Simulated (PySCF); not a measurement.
Energy of Ir⁺ (iridium, charge +1) between two integer charges

The 6s alpha orbital of [Xe] 4f14 5d7 6s1 is emptied in steps (occupation f), with all orbitals relaxed, ending at [Xe] 4f14 5d7. Calculation: PySCF 2.14, in def2-SVP with the def2 core potential (60 electrons) (6s3p2d1f, 32 functions); a scalar-relativistic core potential. The exact energy is a straight line in f; departures are measured from the line between the end points of the same method.

```
  f  UHF (eV)
  1     0.000
0.8     0.044
0.6     0.066
0.4     0.064
0.2     0.042
  0     0.000
```

For UHF, how does the orbital energy at f = 1 compare with the removal energy?

−ε = 16.631 eV against a total-energy difference of 16.348 eV. By Janak's theorem ε = ∂E/∂f, so the gap between them reflects the curvature. Along the path −ε is 16.511 (f = 0.8), 16.397 (f = 0.6), 16.289 (f = 0.4), 16.186 (f = 0.2) eV.

Reference removal energy between the ground levels: 17 ± 0.3 eV (semi-empirical (NIST evaluation); NIST Atomic Spectra Database, ionization energies). The calculation has no spin-orbit coupling. UHF lacks correlation.
